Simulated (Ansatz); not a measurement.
Total energies of In4P4H16, a cluster cut from zinc blende InP (hydrogen-capped) from Ansatz at PBE0-D4/def2-SVP, gas phase (1 Eh = 27.2114 eV = 2625.5 kJ/mol). The reference geometry is relaxed at PBE-D4/def2-SVP.

```xyz
24

In   -1.285   -0.828    2.638
In   -1.646   -0.735   -2.455
In    2.662   -1.471   -0.215
In    0.278    3.031    0.036
P     1.065   -1.790    1.877
P     0.791   -1.707   -2.079
P    -0.788    1.714    2.075
P    -1.072    1.787   -1.877
H    -1.297   -0.933    4.374
H    -2.445   -1.376    1.476
H    -1.911   -0.777   -4.173
H    -2.624   -1.331   -1.157
H     3.607   -2.928   -0.311
H     3.159    0.187   -0.215
H     1.922    2.506   -0.092
H    -0.386    4.637    0.114
H     0.929   -3.208    2.027
H     1.926   -1.602    3.006
H     0.640   -3.118   -2.276
H     1.485   -1.457   -3.307
H    -2.028    2.381    2.340
H    -0.096    2.221    3.222
H    -2.336    2.459   -1.937
H    -0.550    2.339   -3.092
```

```csv
state,geometry,energy (Eh)
charge 0 singlet,reference,-2134.64097
charge 1 doublet,reference,-2134.32570
charge -1 doublet,reference,-2134.63177
free In atom (doublet),–,-190.10951
free P atom (quartet),–,-341.02153
free H atom (doublet),–,-0.50029
```

In the def2 sets In takes a core potential; there is no spin–orbit coupling.

Problem. Work out the vertical ionisation energy to the doublet.

Solution. E(charge 1 doublet) − E(charge 0 singlet) = -2134.32570 − (-2134.64097) = 0.31527 Eh = 8.58 eV. For comparison, −ε of the highest occupied level is 7.31 eV at this level, 1.27 eV less.

Problem. Work out the vertical electron affinity, to the doublet.

Solution. E(charge 0 singlet) − E(charge -1 doublet) = -2134.64097 − (-2134.63177) = -0.00920 Eh = -0.25 eV; negative, so the extra electron isn't bound. The basis lacks diffuse functions, which makes affinities too small.

Problem. Give the fundamental gap IE − EA, the Mulliken electronegativity (IE + EA)/2 and the hardness (IE − EA)/2.

Solution. From the values in Eh: IE − EA = 0.31527 − (-0.00920) = 0.32447 Eh = 8.83 eV; (IE + EA)/2 = 4.16 eV; (IE − EA)/2 = 4.41 eV. The HOMO–LUMO gap of the same run is 6.53 eV, 2.30 eV smaller than the fundamental gap.

Problem. What is the binding energy per atom against free atoms?

Solution. Atoms: 4 × (-190.10951) + 4 × (-341.02153) + 16 × (-0.50029) = -2132.52880 Eh. Binding: -2132.52880 − (-2134.64097) = 2.11217 Eh = 57.48 eV, or 2.39 eV for each of 24 atoms (no zero-point energy, no counterpoise term).

At PBE0-D4/def2-SVP the highest occupied level of the charge -1 doublet lies above zero (up to 1.36 eV). By energy differences it is unbound by 0.25 eV (vertical, to the charge 0 singlet, at PBE0-D4/def2-SVP) and held by the finite basis.
